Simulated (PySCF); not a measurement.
PySCF input for Cl2Se, SMILES Cl[Se]Cl (connectivity only; charge and spin as stated), charge -1, multiplicity 2, B3LYP-D3(BJ)/def2-SVPD. Geometry: B3LYP-D3(BJ)/def2-SVPD. The multiplicity is an assumed one; other spin states were not compared. The isomer is the one that the SMILES or the coordinates give; other isomers of the formula were not compared.

```python
import numpy as np
from pyscf import gto, scf, dft
from pyscf.hessian import thermo

mol = gto.M(
    atom='''
    Se    0.00000000   -0.00000000    0.10398273
    Cl    0.00000000   -2.46496342   -0.10398273
    Cl    0.00000000    2.46496342   -0.10398273
    ''',
    basis='def2-SVPD',
    charge=-1,
    spin=1,
    max_memory=1600,
    verbose=3,
)
mf = dft.UKS(mol, xc='b3lyp').density_fit(auxbasis='def2-universal-jkfit')
mf.disp = 'd3bj'
mf.grids.level = 3
mf.conv_tol = 1e-11
mf.max_cycle = 100
mf.kernel()
fine, coarse = mf.grids, dft.Grids(mol).set(level=1).build(with_non0tab=True)
for _ in range(3):  # follow internal instabilities
    mf.grids = coarse
    mo, _, stable, _ = mf.stability(return_status=True, nroots=4)
    mf.grids = fine
    if stable:
        break
    mf.kernel(mf.make_rdm1(mo, mf.mo_occ))

# analytic Hessian; the response equations are solved on a coarser grid
h, args, fine = mf.Hessian(), (mf.mo_energy, mf.mo_coeff, mf.mo_occ), mf.grids
h1ao = h.make_h1(mf.mo_coeff, mf.mo_occ)
mf.grids = dft.Grids(mol).set(level=1).build(with_non0tab=True)
mo1, mo_e1 = h.solve_mo1(*args, h1ao)
mf.grids = fine
hess = h.hess_elec(*args, mo1, mo_e1, h1ao) + h.hess_nuc()
if mf.do_disp():
    hess += h.get_dispersion()
for i in range(mol.natm):  # the analytic DFT Hessian lacks the response of the grid: restore translational invariance
    hess[i, i] -= hess[i].sum(axis=0)
hess = (hess + hess.transpose(1, 0, 3, 2)) / 2
vib = thermo.harmonic_analysis(mol, hess, imaginary_freq=False)
thermo.dump_normal_mode(mol, vib)
th = thermo.thermo(mf, vib['freq_au'][vib['freq_au'] > 0], 298.15, 101325)
thermo.dump_thermo(mol, th)
g0 = mf.nuc_grad_method().set(verbose=0).kernel()

# dipole derivatives [dipole axis, atom, xyz] from the same response
r, irp = mol.intor('int1e_r'), mol.intor('int1e_irp').reshape(3, 3, mol.nao, mol.nao)
sl, dm0, ok = mol.aoslice_by_atom(), np.array(mf.make_rdm1()), []
dmu = np.einsum('a,xt->xat', mol.atom_charges(), np.eye(3))
for a, (_, _, p0, p1) in enumerate(sl):
    dmu[:, a] += 2 * np.einsum('xtij,ij->xt', irp[:, :, :, p0:p1], dm0.reshape(-1, mol.nao, mol.nao).sum(0)[:, p0:p1])
    for u, c, occ, f in zip(mo1, mf.mo_coeff, mf.mo_occ, (2, 2)):
        dmu[:, a] -= f * np.einsum('tui,xuv,vi->xt', u[a], r, c[:, occ > 0], optimize=True)
L = vib['norm_mode']
ir = 974.8801 * (np.einsum('xat,kat->kx', dmu, L) ** 2).sum(1)       # km/mol
apt = np.einsum('xax->a', dmu) / 3
print('mode   freq/cm-1   IR/(km/mol)')
for k, w in enumerate(vib['freq_wavenumber']):
    print(f'{k + 1:4d} {w:11.2f} {ir[k]:13.3f}')
print('max |gradient| / (hartree/bohr):', abs(g0).max())
print('APT charges:', apt.round(4))
```

Output:

```

WARN: HOMO -0.249636439951532 >= LUMO -0.249636439951532

converged SCF energy = -3321.56037150056  <S^2> = 0.75281698  2S+1 = 2.002815
<class 'pyscf.df.df_jk.DFUKS'> wavefunction is stable in the internal stability analysis

WARN: DFTD3 does not support analytical Hessian, using finite difference


WARN: Mole.unit (angstrom) is changed to Bohr

Mode                                 0                   1                   2
Irrep
Freq [cm^-1]                       26.1817            212.8903            240.6216
Reduced mass [au]                  47.6300             47.8884             35.6278
Force const [Dyne/A]                0.0192              1.2788              1.2154
Char temp [K]                      37.6696            306.3017            346.2009
Normal mode                   x     y     z       x     y     z       x     y     z
       0  Se                 0.00 -0.00  0.08   -0.00 -0.08 -0.00   -0.00  0.00 -0.01
       1  Cl                -0.00  0.02 -0.09    0.00  0.09  0.01    0.00  0.12  0.01
       2  Cl                -0.00 -0.02 -0.09    0.00  0.09 -0.01    0.00 -0.12  0.01
temperature 298.1500 [K]
pressure 101325.00 [Pa]
Rotational constants [GHz] 312.77966 1.17314 1.16876
Symmetry number 2
Zero-point energy (ZPE) 0.00109 [Eh]   2869.205 [J/mol]
                           tot       elec      trans        rot        vib
Entropy [J/mol/K]       313.682      5.763    171.226     95.202     41.491
Cv [J/mol/K]             48.307      0.000     12.472     12.472     23.364
Cp [J/mol/K]             56.621      0.000     20.786     12.472     23.364
Internal energy [J/mol]                      3718.434   3718.434   7926.921
Internal energy [Eh]   -3321.55452  -3321.56037
Enthalpy [J/mol]                             6197.391   3718.434   7926.921
Enthalpy [Eh]          -3321.55358
Gibbs free energy [J/mol]                  -44853.695 -24665.908  -4443.591
Gibbs free energy [Eh] -3321.58920
mode   freq/cm-1   IR/(km/mol)
   1       26.18         3.799
   2      212.89       297.017
   3      240.62         0.330
max |gradient| / (hartree/bohr): 2.6961020166010885e-05
APT charges: [ 0.8613 -0.9307 -0.9307]
```

The run converged.
